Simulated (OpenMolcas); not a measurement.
Multiplet structure of Ni6+

```json
{"Program": "OpenMolcas", "Method": "RASSCF", "Basis": "ANO-RCC-VTZP [6s5p3d2f1g]", "Scalar Hamiltonian": "DKH2, point nucleus", "Active space": "10 electrons in 8 orbitals (RAS1 3p, at most 2 holes; RAS2 3d)", "State averaging": "2S+1 = 5 even, 5 roots; 2S+1 = 3 even, 45 roots; 2S+1 = 1 even, 44 roots", "Spin-orbit coupling": "state interaction with AMFI integrals over the reference wave functions, term energies averaged over their components"}
```

With spin-orbit coupling, above the lowest level:

| Configuration | Term | J | E (cm⁻¹) | Measured (cm⁻¹) | g | Term weight % |
| --- | --- | --- | --- | --- | --- | --- |
| 3d⁴ | ⁵D | 0 | 0.0 | 0.0 |  | 99 |
| 3d⁴ | ⁵D | 1 | 300 | 279 | 1.501 | 100 |
| 3d⁴ | ⁵D | 2 | 868 | 804 | 1.501 | 100 |
| 3d⁴ | ⁵D | 3 | 1658 | 1520 | 1.501 | 100 |
| 3d⁴ | ⁵D | 4 | 2627 | 2392 | 1.500 | 100 |
| 3d⁴ | ³P(1) | 0 | 30784 | 30077 |  | 98 |
| 3d⁴ | ³P(1) | 1 | 32535 | 31836 | 1.499 | 99 |
| 3d⁴ | ³P(1) | 2 | 35390 | 34555 | 1.499 | 99 |
| 3d⁴ | ³H | 4 | 35603 | 31672 | 0.826 | 92 |
| 3d⁴ | ³H | 5 | 36324 | 32286 | 1.037 | 98 |
| 3d⁴ | ³F(1) | 2 | 36883 | 34247 | 0.668 | 99 |
| 3d⁴ | ³H | 6 | 37025 | 32877 | 1.166 | 99 |
| 3d⁴ | ³F(1) | 3 | 37122 | 34317 | 1.069 | 95 |
| 3d⁴ | ³F(1) | 4 | 37507 | 34576 | 1.219 | 91 |
| 3d⁴ | ³G | 3 | 42846 | 38160 | 0.765 | 95 |
| 3d⁴ | ³G | 4 | 43552 | 38746 | 1.054 | 94 |
| 3d⁴ | ³G | 5 | 44193 | 39247 | 1.196 | 98 |
| 3d⁴ | ¹G(1) | 4 | 52047 |  | 1.002 | 96 |
| 3d⁴ | ³D | 3 | 52719 |  | 1.333 | 100 |
| 3d⁴ | ³D | 2 | 52879 |  | 1.164 | 97 |
| 3d⁴ | ³D | 1 | 53221 |  | 0.501 | 100 |
| 3d⁴ | ¹I | 6 | 54116 |  | 1.001 | 99 |
| 3d⁴ | ¹S | 0 | 56077 |  |  | 99 |
| 3d⁴ | ¹D | 2 | 62280 |  | 1.003 | 97 |
| 3d⁴ | ¹F | 3 | 74122 |  | 1.002 | 98 |
| 3d⁴ | ³P(2) | 2 | 84724 |  | 1.500 | 100 |
| 3d⁴ | ³F(2) | 4 | 85556 |  | 1.249 | 99 |
| 3d⁴ | ³F(2) | 2 | 85853 |  | 0.667 | 100 |
| 3d⁴ | ³F(2) | 3 | 85917 |  | 1.083 | 98 |
| 3d⁴ | ³P(2) | 1 | 86648 |  | 1.501 | 100 |
| 3d⁴ | ³P(2) | 0 | 87673 |  |  | 100 |
| 3d⁴ | ¹G(2) | 4 | 98086 |  | 1.001 | 100 |

Against the 16 measured excited levels shown (Corliss and Sugar, J. Phys. Chem. Ref. Data 10, 197 (1981)) the mean absolute deviation is 2400 cm-1; the largest miss in energy is 3d⁴ ³G₅: computed 44193, measured 39247 cm⁻¹ (+12.6 %). Levels of one J stand in another order than measured, so their pairing by name is doubtful.

Spin-orbit coupling puts the lowest level 1718 cm⁻¹ below the lowest spin-free term.

For ⁵D the intervals divided by the larger J are 300.5, 283.8, 263.2, 242.2 cm-1. Landé's interval rule makes them equal in pure LS coupling; they differ by 21 % of their mean. The multiplet is regular.

Without dynamic correlation excited terms often stand tens of per cent too high (terms of higher spin than the ground term too low), and those without a measured partner can miss by more than the paired ones. Some levels mix across a computed gap that differs much from the measured one, so their mixing is not that of the real levels. Active for correlation alone: 3p; no level in the range computed is led by a configuration that opens it, so any true level of that kind is missing. Computed and measured levels are paired by configuration, term and J; levels that our copy of the source lacks, or whose pairing is in doubt (as where it misses far off the trend of its configuration), stay unpaired and out of the deviations. Levels of configurations outside the active space are missing. The first state left out of the spin-orbit step lies near 130000 cm-1 above the lowest spin-free state of the reference (among the parities and spins computed), and the list stops at four fifths of that energy or lower.

The RASSCF and RASSI steps took 62 s on 1 thread of Intel(R) Xeon(R) Platinum 8488C (Sapphire Rapids), with other jobs on the host; the integral step is not counted.

The term weight is that of the spin-free term in the level, not the purity of its configuration. A number in round brackets counts repeated terms of one configuration in the order of the reference energies.
